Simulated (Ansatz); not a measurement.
C4H10S, charge +1, doublet, geometry from GFN2-xTB (a state made from the parent by changing its charge; the spin is typed, not shown lowest); Ansatz (an electronic-structure program) with HF/6-31G.

The Ansatz input:
Ansatz 0.2 input:
```yaml
crystal:
  periodic: [false, false, false]
  atoms:
    - {symbol: C, position_ang: [-0.26413811, 1.26657254, -1.08431863]}
    - {symbol: C, position_ang: [-0.28699211, 0.01975819, -0.22246131]}
    - {symbol: C, position_ang: [0.12360947, -1.22641897, -1.04949392]}
    - {symbol: C, position_ang: [-1.62001582, -0.21852593, 0.45970422]}
    - {symbol: S, position_ang: [1.02919655, 0.05366663, 1.05523255]}
    - {symbol: H, position_ang: [-1.04337596, 1.19147003, -1.84056877]}
    - {symbol: H, position_ang: [-0.46283692, 2.15631116, -0.48966468]}
    - {symbol: H, position_ang: [0.68505346, 1.39779586, -1.60007316]}
    - {symbol: H, position_ang: [0.13785010, -2.13038836, -0.44496995]}
    - {symbol: H, position_ang: [-0.63535108, -1.34814689, -1.82412239]}
    - {symbol: H, position_ang: [1.08947149, -1.09934658, -1.53254069]}
    - {symbol: H, position_ang: [-1.59432449, -1.08881093, 1.11221862]}
    - {symbol: H, position_ang: [-1.90838662, 0.64419106, 1.05803991]}
    - {symbol: H, position_ang: [-2.39223310, -0.38206494, -0.28865025]}
    - {symbol: H, position_ang: [1.94220774, 0.75200845, 0.34602844]}
basis:
  gaussian:
    orbitals: 6-31G
hamiltonian:
  xc: hf
total_charge: 1
magnetization: {spin_polarized: true, initial_magnetization: 1}
```

Q: What does Ansatz print? Leave out banner, timings and long lists.

A: 
```
Functional definition: HF
968 factors; integrals over basis functions are off by at most 2.5e-4 eV
mean field evaluation 1: about -15081.8785 eV, gradient 2.7e1 eV
mean field evaluation 2: about -15081.8759 eV, gradient 2.7e1 eV
mean field evaluation 4: about -15086.0521 eV, gradient 2.7e0 eV
mean field evaluation 8: about -15086.1397 eV, gradient 2.2e-3 eV
mean field -15086.13943072 eV, -554.4053983266 hartree, gradient 2.8e-5 eV, S^2 0.758904; 0 other end points of the search recorded, 0 dependent functions left out
reference -15086.13943072 eV, -554.4053983266 hartree; 25, 24 occupied and 44, 45 virtual orbitals, 968 factors
Total energy: -15086.13943072 eV, -554.4053983266 hartree
```
